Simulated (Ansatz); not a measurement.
Geometry optimisation, RKS PBE/def2-SVP (Ansatz).

Input:

```yaml
crystal:
  periodic: [false, false, false]
  atoms:
    - { symbol: Ti, position_ang: [0.0, 0.0, 0.0] }
    - { symbol: Cl, position_ang: [0.0, 0.0, 2.72] }
    - { symbol: "N", position_ang: [1.9426, 0.0, -0.686] }
    - { symbol: H, position_ang: [2.4408, -0.918, -0.8667] }
    - { symbol: H, position_ang: [2.4438, 0.918, -0.8582] }
    - { symbol: "N", position_ang: [-0.9703, 1.681, -0.686] }
    - { symbol: H, position_ang: [-1.9904, 1.6258, -0.9687] }
    - { symbol: H, position_ang: [-0.4498, 2.6017, -0.7565] }
    - { symbol: "N", position_ang: [-0.9703, -1.681, -0.686] }
    - { symbol: H, position_ang: [-1.5052, -2.2973, -0.0095] }
    - { symbol: H, position_ang: [-0.9349, -1.9302, -1.7156] }
    - { symbol: H, position_ang: [-1.898, 0.0, 0.6306] }
    - { symbol: H, position_ang: [-1.5955, 0.0, 1.6317] }
basis:
  gaussian: { orbitals: def2-SVP }
hamiltonian:
  xc: pbe
relax:
  f_tol: 0.15
  max_steps: 25
  restrain:
    - { distance: [0, 11], at: 1.7, k: 30.0 }
    - { distance: [12, 1], at: 1.37, k: 30.0 }
    - { distance: [0, 1], at: 3.57, k: 30.0 }
    - { distance: [12, 11], at: 1.86, k: 30.0 }
```

Launched with:

```bash
$ ansatz run input.yaml --threads 4 --pin off --max-ram 5120MiB --backend cpu --events-out ev --progress --plain --runs-dir out
```

Where does it end, and by what steps?

The run converged. The restraints hold the end off the free minimum; the threshold counts their pulls, which the force column leaves out. Restrained pairs: Ti1–H12 (2.00 → 1.71 Å), Cl2–H13 (1.93 → 1.35 Å), Ti1–Cl2 (2.72 → 3.57 Å), H12–H13 (1.05 → 1.85 Å). After 19 steps the energy has fallen by 1.369 eV (the restraints' own energy left out); H10 moved furthest, 2.24 Å.

```tsv
step	energy less start (eV)	largest force component (eV/Å)	accepted
0	0.0000	2.878	yes
1	0.5924	2.437	yes
2	0.7791	1.879	yes
3	0.5594	1.679	yes
4	0.0070	1.445	yes
5	-0.2998	1.244	yes
6	-0.5284	1.025	yes
7	-0.7109	0.976	yes
8	-0.8439	0.796	yes
9	-0.9442	0.819	yes
10	-1.0051	0.825	yes
11	-1.0613	0.854	yes
12	-1.1382	0.737	yes
13	-1.2004	0.688	yes
14	-1.2499	0.647	yes
15	-1.2969	0.670	yes
16	-1.3329	0.561	yes
17	-1.3640	0.568	yes
18	-1.3598	0.505	no
19	-1.3690	0.545	yes
```

```xyz
13
Properties=species:S:1:pos:R:3
Ti -0.412 -0.258 -0.445
Cl 0.486 1.704 2.399
N 1.437 -0.350 -0.153
H 2.058 -1.152 -0.320
H 1.934 0.373 0.386
N -1.136 1.459 -0.653
H -2.048 1.692 -1.064
H -0.755 2.283 -0.172
N -1.106 -1.575 -1.588
H -2.020 -1.552 -2.054
H -0.673 -2.495 -1.743
H -1.031 -0.729 1.082
H -0.220 0.599 2.074
```

The run took 27 s on 4 threads of Intel(R) Xeon(R) Platinum 8488C (Sapphire Rapids), with other jobs on the host, peak memory 0.23 GiB.
